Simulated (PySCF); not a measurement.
**Vertical excitation energies**

Compound: GeCl3(SiMe3), C₃H₉Cl₃GeSi.
InChI=1S/C3H9Cl3GeSi/c1-8(2,3)7(4,5)6/h1-3H3

Level of theory: PySCF 2.14.0, density-fitted response routines, TDDFT B3LYP/def2-SVPD, vertical, gas phase, core orbitals frozen in the response. Isolated species at its PBE0-D3(BJ)/def2-SVP geometry, gas phase. The B3LYP/def2-SVPD calculation is non-relativistic and has no spin–orbit coupling, an omission that weighs most on germanium.

```
state  E (eV)  λ (nm)  ν̃ (cm⁻¹)       f  main configurations (H = HOMO, L = LUMO)
   S1    5.70   217.5      45980   0.196                                 H→L (97%)
   S2    6.07   204.4      48930  0.0000                               H-1→L (99%)
   S3    6.30   196.8      50810  0.0002                  H-2→L (69%), H→L+1 (27%)
   S4    6.31   196.3      50930  0.0005                  H-3→L (70%), H→L+2 (25%)
   S5    6.60   187.7      53260   0.055     H→L+1 (58%), H-2→L (18%), H-6→L (11%)
   S6    6.62   187.3      53390   0.050     H→L+2 (58%), H-3→L (15%), H-7→L (14%)
   S7    6.76   183.5      54490   0.044      H-6→L (64%), H-5→L (11%), H-7→L (8%)
   S8    6.77   183.1      54620   0.050       H-7→L (63%), H-6→L (9%), H→L+2 (9%)
   S9    6.94   178.7      55970  0.0033                               H-4→L (88%)
  S10    6.95   178.5      56030  0.0030                  H-5→L (86%), H-6→L (10%)
  S11    7.07   175.4      57010  0.0001                               H→L+3 (98%)
  S12    7.11   174.4      57350   0.033                             H-1→L+1 (85%)
  S13    7.14   173.7      57580   0.032                             H-1→L+2 (86%)
  S14    7.25   171.0      58490   0.011                H-2→L+1 (79%), H-8→L (12%)
```

Triplets (Tamm–Dancoff): T1 5.04 eV, H→L (98%); T2 5.73 eV, H-1→L (95%); T3 5.80 eV, H→L+1 (78%), H-2→L (15%); T4 5.83 eV, H→L+2 (72%), H-3→L (21%).

The lowest singlet comes at 217 nm (550 kJ/mol) in the ultraviolet; it is strong; its leading configuration is HOMO→LUMO (97%). The lowest level is also the most intense of those listed (f = 0.196). S9/S10 lie within about 0.01 eV of each other. Löwdin shares by element: HOMO chlorine 48%, germanium 20% (atoms not listed hold the other 32%); LUMO chlorine 58%, germanium 23% (atoms not listed hold the other 19%). The oscillator strengths of these states sum to 0.477; summed over the whole spectrum of an exact calculation they would give the number of electrons, 124 (Thomas–Reiche–Kuhn). Of the 14 states listed, 8 reach f = 0.01 and 4 stay under 0.0005. Weighted by f, the mean energy of these states is 6.36 eV. Orbitals of the list HOMO-3 to LUMO+2 that lie within 0.01 eV of each other are written together with a slash and their weights summed (≥ marks a lower bound); for degenerate orbitals outside that list single weights are arbitrary. Only the lowest 15 singlets were computed, as vertical energies without vibronic structure. The highest level found (7.26 eV, f 0.0009 so far) is left out, since the window may have cut off a degenerate partner.

The run took 61 s wall, 2.3 min CPU (with the writing of density and orbital grids) on an Intel Xeon Platinum 8375C at 2.90 GHz with 2 threads, no GPU, shared host with 96 logical CPUs at a one-minute load of 44, and the process peaked at 1.6 GiB of memory.
